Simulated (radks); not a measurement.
Spherical quantum dot in the effective-mass picture: electrons in a hard-walled sphere of radius 1.55, all in effective atomic units (hartree* = m*/eps^2 hartree, bohr* = eps/m* bohr), one dielectric constant everywhere. Method: non-relativistic Kohn-Sham, exchange-only LDA, spin-polarised, spherical densities; computed with a radial shooting solver with Libxc functionals. Levels are named by radial order and angular momentum (1s, 1p, 1d, 2s, ...), and open shells are averaged over m. Results are scaled to m* = 0.125 and eps = 10.1, for which hartree* = 33.34 meV and bohr* = 4.276 nm.

N = 6, configuration 1s2 1p(up 3, down 1). This is the lowest configuration that the search found. Occupied and some empty levels:

level    occupation  eigenvalue (meV)  <r> (nm)
1s up             1            242.99     3.583
1s down           1            249.14     3.576
1p up             3            303.85     4.074
1p down           1            310.29     4.075
1d up             0            387.30     4.388
1d down           0            393.70     4.390
2s up             0            450.49     3.220
2s down           0            455.13     3.221
1f up             0            490.74     4.613
1f down           0            497.00     4.616

Energy (meV): total 1167.88, kinetic 708.75, external 0, Hartree 589.58, exchange-correlation -130.45.
